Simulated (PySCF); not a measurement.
C4H6NO, SMILES O=C1CCC[N]1 (connectivity only; charge and spin as stated), charge -1, multiplicity 1. Atoms are numbered in the order given.

```xyz
12

O      1.9752    -0.6379    -0.4569
C      0.7743    -0.3488    -0.2314
C      0.3881     1.1064     0.1938
C     -1.0467     0.9488     0.6949
C     -1.4902    -0.3540    -0.0325
N     -0.2998    -1.1194    -0.3171
H      0.4535     1.7602    -0.6947
H      1.0993     1.4939     0.9378
H     -1.0509     0.7834     1.7852
H     -1.7062     1.8089     0.4870
H     -2.0414    -0.0892    -0.9676
H     -2.2102    -0.9331     0.5785
```
Charge -1, spin multiplicity 1.

Geometry optimised at B3LYP-D3(BJ)/def2-SVPD. The spin state was assumed, not searched. The isomer is the one that the SMILES or the coordinates give; other isomers of the formula were not compared. One conformer was computed; it need not be the lowest.

Computed with PBE/pcSseg-1 (PySCF).

GIAO shieldings, no solvent; atoms listed in one row are averaged. δ = σ(ref) − σ: ¹⁷O against H2O (σ = 334.3 ppm); ¹³C against TMS (σ = 182.0 ppm); ¹⁵N against NH3 (σ = 267.0 ppm); ¹H against TMS (σ = 31.49 ppm), references at their B3LYP-D3(BJ)/def2-TZVP geometries, non-relativistic.

```
nucleus     atoms  count  δ (ppm)
-------  --------  -----  -------
¹⁷O            O1      1    313.8
¹³C            C2      1    176.5
¹³C            C5      1     68.0
¹³C            C3      1     39.5
¹³C            C4      1     31.1
¹⁵N            N6      1    221.7
¹H       H11, H12      2     4.01
¹H            H10      1     1.80
¹H             H7      1     1.64
¹H             H9      1     1.42
¹H             H8      1     1.20
```
